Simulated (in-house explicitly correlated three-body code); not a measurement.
Computed with an exponentially correlated three-body code. Model: two electrons around a point charge, non-relativistic, variational in 260 exponentially correlated functions (energies converged to about 1e-7 hartree, or 1e-8 relative for large Z).

For two electrons in a singlet the Kohn-Sham orbital is the square root of half the density, so the exact Kohn-Sham potential and energy parts follow from the density alone, and exchange is minus half the Hartree energy. The Kohn-Sham level equals minus the binding energy of the second electron.

Command:
```bash
python run_hyl.py task.json out
```
Settings (lengths in bohr, energies in hartree):
```
Z                      1.82
interaction_strength   1
functions              260
states_tried           13
```

Time taken, with all properties: 36 s on 1 thread of Intel(R) Xeon(R) Platinum 8375C CPU @ 2.90GHz (Ice Lake), on a shared host.

**Those bound S and P states to n = 4 that converged, binding against the one-electron ion.**

Given: nuclear charge 1.82.

Computed: one-electron threshold -1.6562 hartree.

```csv
term,energy (hartree),binding (eV),quantum defect
1 1S,-2.32831224,18.289,0.29274
2 3S,-1.77987664,3.3654,0.35125
2 1S,?,?,?
2 3P,?,?,?
2 1P,-1.73966551,2.2712,-0.0069905
3 3S,-1.70379729,1.2952,0.34229
3 1S,-1.69819944,1.1429,0.17071
3 3P,-1.69524001,1.0623,0.065434
3 1P,-1.69333362,1.0105,-0.0089517
4 3S,-1.68129392,0.68284,0.33972
4 1S,-1.67910332,0.62323,0.16867
4 3P,-1.67793205,0.59136,0.066777
4 1P,-1.67711289,0.56907,-0.0095146
```

What belongs in the row 2 1S?

energy (hartree): -1.7574309; binding (eV): 2.7546; quantum defect: 0.17761.

What belongs in the row 2 3P?

energy (hartree): -1.74562451; binding (eV): 2.4334; quantum defect: 0.061032.

**Electric-dipole lines between converged S and P states, rate of the upper state's decay.**

```json
{"s state": "1 1S", "p state": "2 1P", "p minus s (eV)": "16.018", "oscillator strength from s": "0.22683", "rate (1/s)": "8.4177e+08"}
{"s state": "1 1S", "p state": "3 1P", "p minus s (eV)": "17.279", "oscillator strength from s": "0.061942", "rate (1/s)": "2.6748e+08"}
{"s state": "1 1S", "p state": "4 1P", "p minus s (eV)": "17.72", "oscillator strength from s": "0.0254", "rate (1/s)": "1.1536e+08"}
{"s state": "2 1S", "p state": "2 1P", "p minus s (eV)": "?", "oscillator strength from s": "?", "rate (1/s)": "?"}
{"s state": "2 1S", "p state": "3 1P", "p minus s (eV)": "1.7442", "oscillator strength from s": "0.11891", "rate (1/s)": "5.232e+06"}
{"s state": "2 1S", "p state": "4 1P", "p minus s (eV)": "2.1856", "oscillator strength from s": "0.040877", "rate (1/s)": "2.8242e+06"}
{"s state": "3 1S", "p state": "2 1P", "p minus s (eV)": "-1.1283", "oscillator strength from s": "-0.16736", "rate (1/s)": "9.2457e+06"}
{"s state": "3 1S", "p state": "3 1P", "p minus s (eV)": "0.13241", "oscillator strength from s": "0.72151", "rate (1/s)": "182950"}
{"s state": "3 1S", "p state": "4 1P", "p minus s (eV)": "0.57379", "oscillator strength from s": "0.10799", "rate (1/s)": "514270"}
{"s state": "4 1S", "p state": "2 1P", "p minus s (eV)": "-1.648", "oscillator strength from s": "-0.028507", "rate (1/s)": "3.3595e+06"}
{"s state": "4 1S", "p state": "3 1P", "p minus s (eV)": "?", "oscillator strength from s": "?", "rate (1/s)": "?"}
{"s state": "4 1S", "p state": "4 1P", "p minus s (eV)": "0.054162", "oscillator strength from s": "0.98585", "rate (1/s)": "41831"}
{"s state": "2 3S", "p state": "2 3P", "p minus s (eV)": "0.93205", "oscillator strength from s": "0.61564", "rate (1/s)": "7.7356e+06"}
{"s state": "2 3S", "p state": "3 3P", "p minus s (eV)": "2.3031", "oscillator strength from s": "0.035952", "rate (1/s)": "2.7582e+06"}
{"s state": "2 3S", "p state": "4 3P", "p minus s (eV)": "2.7741", "oscillator strength from s": "0.016636", "rate (1/s)": "1.8517e+06"}
{"s state": "3 3S", "p state": "2 3P", "p minus s (eV)": "-1.1382", "oscillator strength from s": "-0.24752", "rate (1/s)": "1.3914e+07"}
{"s state": "3 3S", "p state": "3 3P", "p minus s (eV)": "0.23286", "oscillator strength from s": "1.0128", "rate (1/s)": "794330"}
{"s state": "3 3S", "p state": "4 3P", "p minus s (eV)": "0.70383", "oscillator strength from s": "0.022138", "rate (1/s)": "158620"}
{"s state": "4 3S", "p state": "2 3P", "p minus s (eV)": "-1.7505", "oscillator strength from s": "-0.034684", "rate (1/s)": "4.6119e+06"}
{"s state": "4 3S", "p state": "3 3P", "p minus s (eV)": "-0.37949", "oscillator strength from s": "-0.51126", "rate (1/s)": "3.1949e+06"}
{"s state": "4 3S", "p state": "4 3P", "p minus s (eV)": "0.091481", "oscillator strength from s": "1.3779", "rate (1/s)": "166790"}
```

What belongs in the row 2 1S 2 1P?

p minus s (eV): 0.48342; oscillator strength from s: 0.43683; rate (1/s): 1.4766e+06.

What belongs in the row 4 1S 3 1P?

p minus s (eV): -0.38723; oscillator strength from s: -0.35071; rate (1/s): 2.2819e+06.

**Functionals on the exact density and self-consistent, errors are functional minus exact, hybrids only self-consistent, a dash where a self-consistent run leaves the top level unbound.**

| result | exchange error (millihartree) | correlation error (millihartree) | functional driven error (millihartree) | density driven error (millihartree) | self consistent total error (millihartree) | top level plus exact binding (eV) |
| --- | --- | --- | --- | --- | --- | --- |
| PBE | 8.7546 | 0.80852 | 9.5631 | -0.89058 | 8.6725 | 7.6711 |
| OLYP | -1.9028 | -0.81268 | -2.7155 | -1.3069 | -4.0224 | 7.6533 |
| PBE0 | - | - | - | - | 7.0974 | 5.5092 |
| BP86 | ? | ? | ? | ? | ? | ? |
| B3LYP VWN-RPA | - | - | - | - | -11.955 | 5.6954 |
| AM05 | 95.334 | -51.546 | 43.789 | -1.0702 | 42.718 | 7.9318 |
| r2SCAN | -5.4141 | 4.552 | -0.86207 | -0.2371 | -1.0992 | 7.0268 |
| BLYP | -1.6531 | -0.81268 | -2.4658 | -1.2718 | -3.7375 | 7.5528 |
| M06-L | ? | ? | ? | ? | ? | ? |
| PW91 | 5.9572 | -2.6849 | 3.2723 | -0.93204 | 2.3403 | 7.5784 |

What belongs in the row BP86?

exchange error (millihartree): -1.6531; correlation error (millihartree): -1.7886; functional driven error (millihartree): -3.4417; density driven error (millihartree): -0.64289; self consistent total error (millihartree): -4.0846; top level plus exact binding (eV): 7.544.

What belongs in the row M06-L?

exchange error (millihartree): -11.171; correlation error (millihartree): 3.1463; functional driven error (millihartree): -8.0243; density driven error (millihartree): -2.2632; self consistent total error (millihartree): -10.288; top level plus exact binding (eV): 7.0015.

**Density and exact potentials over r, pair density (one pair, times 4 pi r12^2) and exact minus Kohn-Sham pair density over r12.**

```tsv
radius (bohr)	radial density (electrons/bohr)	exchange potential (hartree)	intracule density (1/bohr)	Coulomb hole against Kohn-Sham (1/bohr)	correlation potential (hartree)
0.125	0.3303	-1.4738	0.015156	-0.01088	-0.047
0.147	0.4225	-1.4623	0.021136	-0.0145	-0.043
0.172	0.52957	-1.4479	0.029142	-0.01899	-0.038
0.202	0.65741	-1.429	0.040409	-0.02474	-0.032
0.236	0.79707	-1.4059	0.055272	-0.03153	-0.025
0.277	0.95296	-1.3763	0.07594	-0.03975	-0.017
0.324	1.11	-1.3405	0.10291	-0.04874	-0.008
0.38	1.2633	-1.2965	0.1388	-0.0582	0.001
0.445	?	?	?	?	?
0.521	1.4894	-1.1844	0.24001	-0.07279	0.018
0.611	1.5324	-1.1151	0.30631	-0.07411	0.025
0.716	1.5105	-1.0385	0.37887	-0.0684	0.029
0.839	1.419	-0.95567	0.45107	-0.05424	0.031
0.982	1.2641	-0.8692	0.51179	-0.03227	0.029
1.15	1.0595	-0.7806	0.54833	-0.005566	0.025
1.35	0.82519	-0.69146	0.54717	0.0202	0.02
1.58	0.5965	-0.60733	0.50137	0.03732	0.014
1.85	?	?	?	?	?
2.17	0.23169	-0.4557	0.30287	0.03462	0.005
2.54	0.12137	-0.39176	0.19232	0.02127	0.002
2.98	0.054311	-0.33495	0.10218	0.00877	0.001
3.49	0.020642	-0.28636	0.044819	0.001574	0
```

What belongs in the row 0.445?

radial density (electrons/bohr): 1.3946; exchange potential (hartree): -1.2447; intracule density (1/bohr): 0.18419; Coulomb hole against Kohn-Sham (1/bohr): -0.06676; correlation potential (hartree): 0.01.

What belongs in the row 1.85?

radial density (electrons/bohr): 0.39328; exchange potential (hartree): -0.52841; intracule density (1/bohr): 0.41488; Coulomb hole against Kohn-Sham (1/bohr): 0.04196; correlation potential (hartree): 0.009.

The density-driven part is never positive, since each functional's own density lowers its energy. Here it is small beside the functional-driven part (median ratio 0.28), the normal case.
